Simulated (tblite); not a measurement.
A geometry optimisation, step by step.

Compound: C₃HClN₂OSe.
SMILES with atom numbers: `[O:1]=[CH:2][c:3]1[n:4][se:5][n:6][c:7]1[Cl:8]` (hydrogens: H9 on C2)

Computed with GFN2-xTB (tblite), gas phase: L-BFGS steps from a force-field or distance-geometry start until the largest atomic force falls under 0.01 eV/Å. 14 of its 25 geometries are shown.

Step 0: E = -666.8693 eV, largest atomic force 5.286 eV/Å
```
atom  x, y, z in Å  |  force x, y, z in eV/Å
O1     -2.244   -1.172   -0.030    1.244   3.075  -0.138
C2     -1.558   -0.124   -0.056   -0.709  -5.228   0.321
C3     -0.063   -0.300    0.010   -2.949  -1.988  -0.164
N4      0.451   -1.509    0.060    1.483   0.257   0.131
Se5     2.317   -1.348    0.129   -2.391   1.311  -0.191
N6      2.074    0.442    0.045   -0.224  -0.141   0.026
C7      0.785    0.741   -0.008    3.081   3.013   0.037
Cl8     0.265    2.448   -0.080    0.572  -1.406   0.052
H9     -2.013    0.829   -0.095   -0.106   1.105  -0.074
```

Step 2: E = -667.3854 eV, largest atomic force 1.837 eV/Å
```
atom  x, y, z in Å  |  force x, y, z in eV/Å
O1     -2.260   -1.162   -0.033    0.102   0.867  -0.054
C2     -1.546   -0.177   -0.050   -1.381  -1.210   0.069
C3     -0.104   -0.330    0.007    1.063   0.837  -0.068
N4      0.482   -1.501    0.063    0.378   0.154   0.059
Se5     2.260   -1.319    0.124   -1.057   0.375  -0.091
N6      2.078    0.442    0.046    0.512   0.443   0.025
C7      0.832    0.792   -0.007   -0.694  -0.588   0.026
Cl8     0.280    2.416   -0.078    0.426  -0.473   0.020
H9     -2.008    0.845   -0.096    0.653  -0.406   0.013
```

Step 4: E = -667.4932 eV, largest atomic force 0.436 eV/Å
```
atom  x, y, z in Å  |  force x, y, z in eV/Å
O1     -2.280   -1.159   -0.034   -0.243  -0.018  -0.010
C2     -1.564   -0.199   -0.047    0.067  -0.155   0.013
C3     -0.088   -0.310    0.003   -0.394  -0.186  -0.011
N4      0.498   -1.492    0.065   -0.236   0.268  -0.001
Se5     2.220   -1.301    0.120    0.204   0.048  -0.018
N6      2.090    0.458    0.047   -0.022   0.167   0.013
C7      0.824    0.781   -0.006    0.054   0.084  -0.001
Cl8     0.298    2.395   -0.077    0.207  -0.027   0.001
H9     -1.983    0.833   -0.096    0.365  -0.181   0.015
```

Step 6: E = -667.5119 eV, largest atomic force 0.229 eV/Å
```
atom  x, y, z in Å  |  force x, y, z in eV/Å
O1     -2.300   -1.160   -0.035   -0.172  -0.104   0.002
C2     -1.567   -0.214   -0.046   -0.013   0.024  -0.017
C3     -0.101   -0.309    0.002    0.058  -0.081   0.025
N4      0.492   -1.480    0.066    0.000  -0.108   0.000
Se5     2.219   -1.293    0.118    0.157   0.020  -0.003
N6      2.090    0.471    0.048   -0.097  -0.068   0.006
C7      0.824    0.782   -0.006   -0.132   0.061  -0.010
Cl8     0.314    2.390   -0.077    0.069   0.218  -0.010
H9     -1.957    0.821   -0.095    0.131   0.039   0.006
```

Step 7: E = -667.5152 eV, largest atomic force 0.211 eV/Å
```
atom  x, y, z in Å  |  force x, y, z in eV/Å
O1     -2.307   -1.161   -0.035   -0.089  -0.023   0.001
C2     -1.569   -0.217   -0.046   -0.047  -0.025  -0.013
C3     -0.103   -0.311    0.002    0.094  -0.058   0.024
N4      0.491   -1.480    0.066    0.110  -0.152   0.003
Se5     2.222   -1.291    0.118    0.051   0.031  -0.003
N6      2.087    0.472    0.048   -0.107  -0.077   0.002
C7      0.822    0.783   -0.006   -0.122   0.022  -0.005
Cl8     0.319    2.393   -0.077    0.045   0.206  -0.010
H9     -1.948    0.819   -0.095    0.065   0.075   0.002
```

Step 9: E = -667.5215 eV, largest atomic force 0.155 eV/Å
```
atom  x, y, z in Å  |  force x, y, z in eV/Å
O1     -2.324   -1.163   -0.036    0.049   0.114  -0.005
C2     -1.573   -0.227   -0.046   -0.007  -0.032   0.007
C3     -0.105   -0.319    0.004    0.020  -0.062   0.005
N4      0.495   -1.485    0.067    0.142  -0.063   0.001
Se5     2.230   -1.286    0.117   -0.074   0.032   0.000
N6      2.077    0.473    0.048   -0.051   0.017  -0.009
C7      0.811    0.786   -0.006   -0.063  -0.055   0.010
Cl8     0.331    2.409   -0.078    0.015   0.013  -0.003
H9     -1.929    0.818   -0.094   -0.031   0.036  -0.005
```

Step 11: E = -667.5230 eV, largest atomic force 0.070 eV/Å
```
atom  x, y, z in Å  |  force x, y, z in eV/Å
O1     -2.326   -1.160   -0.036   -0.007   0.040  -0.004
C2     -1.573   -0.228   -0.046    0.031   0.031   0.006
C3     -0.104   -0.324    0.004   -0.020  -0.029   0.000
N4      0.501   -1.490    0.067   -0.004  -0.005  -0.002
Se5     2.230   -1.283    0.116    0.028   0.024   0.001
N6      2.073    0.473    0.048   -0.012   0.039  -0.005
C7      0.806    0.784   -0.006   -0.014  -0.025   0.007
Cl8     0.334    2.413   -0.079   -0.002  -0.070   0.000
H9     -1.926    0.820   -0.094    0.000  -0.004  -0.003
```

Step 13: E = -667.5235 eV, largest atomic force 0.048 eV/Å
```
atom  x, y, z in Å  |  force x, y, z in eV/Å
O1     -2.328   -1.156   -0.037   -0.035  -0.005  -0.001
C2     -1.571   -0.226   -0.046   -0.007   0.017  -0.002
C3     -0.104   -0.328    0.005    0.005   0.000   0.003
N4      0.504   -1.492    0.067   -0.021  -0.004  -0.001
Se5     2.232   -1.281    0.116    0.045   0.015  -0.001
N6      2.070    0.476    0.048    0.013  -0.006   0.002
C7      0.803    0.782   -0.005    0.011   0.001   0.000
Cl8     0.334    2.410   -0.079   -0.035  -0.033  -0.001
H9     -1.925    0.821   -0.094    0.023   0.015   0.000
```

Step 15: E = -667.5238 eV, largest atomic force 0.055 eV/Å
```
atom  x, y, z in Å  |  force x, y, z in eV/Å
O1     -2.331   -1.153   -0.037   -0.017   0.008   0.000
C2     -1.571   -0.225   -0.046   -0.023  -0.017  -0.004
C3     -0.105   -0.331    0.005    0.014   0.003   0.003
N4      0.505   -1.493    0.067    0.026  -0.002   0.003
Se5     2.235   -1.278    0.116   -0.004  -0.012  -0.002
N6      2.070    0.477    0.047    0.017  -0.019   0.004
C7      0.802    0.780   -0.005    0.015   0.000  -0.003
Cl8     0.332    2.406   -0.079   -0.053   0.016  -0.002
H9     -1.923    0.822   -0.095    0.024   0.023   0.001
```

Step 17: E = -667.5242 eV, largest atomic force 0.057 eV/Å
```
atom  x, y, z in Å  |  force x, y, z in eV/Å
O1     -2.337   -1.148   -0.037    0.012   0.029   0.000
C2     -1.572   -0.225   -0.046    0.008  -0.021  -0.001
C3     -0.104   -0.334    0.006    0.006  -0.003  -0.001
N4      0.507   -1.496    0.067    0.036   0.004   0.005
Se5     2.240   -1.275    0.116   -0.042  -0.038  -0.002
N6      2.070    0.478    0.048   -0.002   0.003   0.001
C7      0.801    0.778   -0.004    0.000   0.002  -0.002
Cl8     0.325    2.401   -0.079   -0.040   0.028  -0.001
H9     -1.917    0.826   -0.095    0.021  -0.003   0.001
```

Step 18: E = -667.5244 eV, largest atomic force 0.048 eV/Å
```
atom  x, y, z in Å  |  force x, y, z in eV/Å
O1     -2.339   -1.145   -0.038    0.017   0.025   0.000
C2     -1.573   -0.224   -0.046    0.027  -0.009   0.001
C3     -0.104   -0.335    0.006    0.001  -0.004  -0.004
N4      0.509   -1.496    0.067    0.012   0.002   0.004
Se5     2.241   -1.275    0.116   -0.036  -0.031  -0.001
N6      2.071    0.478    0.048   -0.012   0.011   0.000
C7      0.801    0.777   -0.004   -0.008   0.007  -0.001
Cl8     0.320    2.400   -0.079   -0.023   0.014   0.000
H9     -1.914    0.828   -0.095    0.021  -0.016   0.001
```

Step 20: E = -667.5246 eV, largest atomic force 0.028 eV/Å
```
atom  x, y, z in Å  |  force x, y, z in eV/Å
O1     -2.341   -1.142   -0.038    0.012  -0.001   0.000
C2     -1.571   -0.224   -0.046    0.024   0.010   0.002
C3     -0.103   -0.337    0.006    0.000   0.000  -0.003
N4      0.511   -1.497    0.067   -0.028  -0.005   0.001
Se5     2.241   -1.277    0.116   -0.003   0.005   0.001
N6      2.070    0.478    0.048   -0.013   0.003  -0.002
C7      0.801    0.777   -0.004   -0.010   0.007   0.000
Cl8     0.315    2.399   -0.079   -0.002  -0.009   0.002
H9     -1.910    0.829   -0.095    0.019  -0.010   0.001
```

Step 22: E = -667.5247 eV, largest atomic force 0.015 eV/Å
```
atom  x, y, z in Å  |  force x, y, z in eV/Å
O1     -2.341   -1.141   -0.038    0.007  -0.012   0.001
C2     -1.569   -0.224   -0.046   -0.003   0.004  -0.001
C3     -0.102   -0.337    0.006   -0.001   0.001   0.000
N4      0.511   -1.498    0.068   -0.011  -0.004  -0.001
Se5     2.240   -1.277    0.116    0.002   0.013   0.001
N6      2.070    0.479    0.048   -0.001  -0.006  -0.001
C7      0.800    0.777   -0.004   -0.002  -0.002  -0.001
Cl8     0.312    2.398   -0.079    0.000  -0.005   0.001
H9     -1.907    0.829   -0.095    0.010   0.011   0.000
```

Step 24: E = -667.5247 eV, largest atomic force 0.008 eV/Å
```
atom  x, y, z in Å  |  force x, y, z in eV/Å
O1     -2.340   -1.141   -0.038    0.004  -0.004   0.001
C2     -1.569   -0.224   -0.046   -0.005  -0.001  -0.001
C3     -0.102   -0.338    0.006   -0.002  -0.001   0.000
N4      0.510   -1.498    0.068    0.006   0.001   0.000
Se5     2.240   -1.276    0.116   -0.003  -0.001   0.001
N6      2.069    0.479    0.048    0.000   0.000  -0.001
C7      0.800    0.777   -0.004   -0.001  -0.003  -0.001
Cl8     0.311    2.398   -0.079   -0.001   0.001   0.001
H9     -1.906    0.829   -0.095    0.002   0.008   0.000
```

**Question.** Summarise the path.

**Answer.** The energy falls by 63.24 kJ/mol from step 0 to step 24; nine tenths of that is first reached at step 3. It falls at every step. The largest force goes from 5.286 to 0.008 eV/Å. Among the bonds N4–Se5 changes most, from 1.874 to 1.745 Å; the atoms move by 0.080 Å rms after alignment.

Hardware: one thread, x86-64 server, no GPU, on a shared host.
